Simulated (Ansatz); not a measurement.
HfS: shapes and states compared

Calculated in Ansatz's Gaussian-basis code. Basis cc-pwCVTZ-PP on Hf, cc-pV(T+d)Z on S, scalar-relativistic core potentials (60 electrons on Hf), no spin–orbit coupling, 5 orbitals frozen in the corrections; active space CAS(8,9), shells under the valence barred from it. Restricted Hartree–Fock, then the lowest state-specific CASSCF solution met for each case. Coupled cluster stands on the determinant that it favours, not always the lowest RHF. Single-reference values can break down or jump between states where bonds are stretched. Solutions in different active orbitals can move differences by tenths of an eV and at times more than 1 eV.

Case A, triplet: bond length 2.1560 Å.

Case B, singlet: the shape of A.

Case C, singlet: bond length 2.4794 Å.

Energy less that of case A, in eV:

| case | RHF/ROHF | CASSCF | CCSD(T) |
| --- | --- | --- | --- |
| B | -0.250 | -0.612 | -1.014 |
| C | +0.815 | +0.157 | -0.125 |

Question: Give the SC-NEVPT2 energies against case A.

Answer: B: -0.976 eV (-22.5 kcal/mol); C: -0.034 eV (-0.8 kcal/mol).

Question: Which case is lowest, and do the methods agree?

Answer: B is lowest in SC-NEVPT2. Of the methods shown, RHF/ROHF, CASSCF, CCSD(T) agree.
